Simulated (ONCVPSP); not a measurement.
**Logarithmic derivatives: zinc (Zn), ONCV**

Zn (Z = 30), optimised norm-conserving Vanderbilt (ONCV), made with ONCVPSP 4.0.1 (PBEsol, scalar-relativistic). Core [Ne], reference 3s2 3p6 3d10 4s1.5 4p0.5. Waves: 3s+4s: rc 1.05 bohr, ncon 4, nbas 9, qcut 14.2 1/bohr, 2 projectors; 3p+4p: rc 1.40 bohr, ncon 4, nbas 7, qcut 8.5 1/bohr, 3 projectors, debl 0.7 Ha; 3d: rc 1.10 bohr, ncon 5, nbas 10, qcut 13.8 1/bohr, 2 projectors, debl 1.6 Ha. Local part: polynomial inside 0.65 bohr (lpopt 5, dvloc0 4 Ha). Core correction: Teter function, fcfact 5.25, rcfact 1.1.

The phase is arctan(r·R′/R) of the radial function R(r), unwrapped; energies in Ha, scanned from -6 to 5 Ha. A pole is an energy at which the radial function vanishes at the test radius. The pseudo phase is shifted by a multiple of π to meet the all-electron one at the reference energy, and phase errors are pseudo minus all-electron; the curves can meet again beyond the range given. Levels narrower than the energy grid can be missing from the lists of poles.

```csv
channel,radius (bohr),reference energy (Ha),"poles, all-electron","poles, pseudo",unbroken range about the reference energy with phases within 0.05 rad,phase error 1 Ha above the reference energy (rad)
s,1.07,-0.25,-3.48,-3.48,the whole range,+0.000
p,1.42,-0.06,-2.83,-2.83,the whole range,+0.000
d,1.12,-0.42,0.90,0.90,the whole range,-0.000
```

Phases in the s channel:

```json
{"E (Ha)": "-5.96", "all-electron": "-0.367", "pseudo": "-0.367"}
{"E (Ha)": "-5.68", "all-electron": "-0.706", "pseudo": "-0.706"}
{"E (Ha)": "-5.40", "all-electron": "-0.962", "pseudo": "-0.962"}
{"E (Ha)": "-5.12", "all-electron": "-1.143", "pseudo": "-1.143"}
{"E (Ha)": "-4.84", "all-electron": "-1.271", "pseudo": "-1.271"}
{"E (Ha)": "-4.56", "all-electron": "-1.365", "pseudo": "-1.365"}
{"E (Ha)": "-4.28", "all-electron": "-1.436", "pseudo": "-1.436"}
{"E (Ha)": "-4.00", "all-electron": "-1.492", "pseudo": "-1.492"}
{"E (Ha)": "-3.72", "all-electron": "-1.538", "pseudo": "-1.538"}
{"E (Ha)": "-3.44", "all-electron": "-1.576", "pseudo": "-1.576"}
{"E (Ha)": "-3.16", "all-electron": "-1.610", "pseudo": "-1.610"}
{"E (Ha)": "-2.88", "all-electron": "-1.639", "pseudo": "-1.639"}
{"E (Ha)": "-2.60", "all-electron": "-1.666", "pseudo": "-1.666"}
{"E (Ha)": "-2.32", "all-electron": "-1.691", "pseudo": "-1.691"}
{"E (Ha)": "-2.04", "all-electron": "-1.715", "pseudo": "-1.715"}
{"E (Ha)": "-1.76", "all-electron": "-1.737", "pseudo": "-1.737"}
{"E (Ha)": "-1.48", "all-electron": "-1.760", "pseudo": "-1.760"}
{"E (Ha)": "-1.20", "all-electron": "-1.782", "pseudo": "-1.782"}
{"E (Ha)": "-0.92", "all-electron": "-1.804", "pseudo": "-1.804"}
{"E (Ha)": "-0.64", "all-electron": "-1.827", "pseudo": "-1.827"}
{"E (Ha)": "-0.36", "all-electron": "-1.851", "pseudo": "-1.851"}
{"E (Ha)": "-0.08", "all-electron": "-1.875", "pseudo": "-1.875"}
{"E (Ha)": "0.20", "all-electron": "-1.902", "pseudo": "-1.902"}
{"E (Ha)": "0.48", "all-electron": "-1.931", "pseudo": "-1.931"}
{"E (Ha)": "0.76", "all-electron": "-1.962", "pseudo": "-1.962"}
{"E (Ha)": "1.04", "all-electron": "-1.997", "pseudo": "-1.997"}
{"E (Ha)": "1.32", "all-electron": "-2.036", "pseudo": "-2.036"}
{"E (Ha)": "1.60", "all-electron": "-2.081", "pseudo": "-2.081"}
{"E (Ha)": "1.88", "all-electron": "-2.131", "pseudo": "-2.131"}
{"E (Ha)": "2.16", "all-electron": "-2.190", "pseudo": "-2.190"}
{"E (Ha)": "2.44", "all-electron": "-2.259", "pseudo": "-2.259"}
{"E (Ha)": "2.72", "all-electron": "-2.340", "pseudo": "-2.341"}
{"E (Ha)": "3.00", "all-electron": "-2.437", "pseudo": "-2.438"}
{"E (Ha)": "3.28", "all-electron": "-2.552", "pseudo": "-2.553"}
{"E (Ha)": "3.56", "all-electron": "-2.688", "pseudo": "-2.689"}
{"E (Ha)": "3.84", "all-electron": "-2.845", "pseudo": "-2.847"}
{"E (Ha)": "4.12", "all-electron": "-3.020", "pseudo": "-3.022"}
{"E (Ha)": "4.40", "all-electron": "-3.204", "pseudo": "-3.207"}
{"E (Ha)": "4.68", "all-electron": "-3.386", "pseudo": "-3.389"}
{"E (Ha)": "4.96", "all-electron": "-3.556", "pseudo": "-3.559"}
```
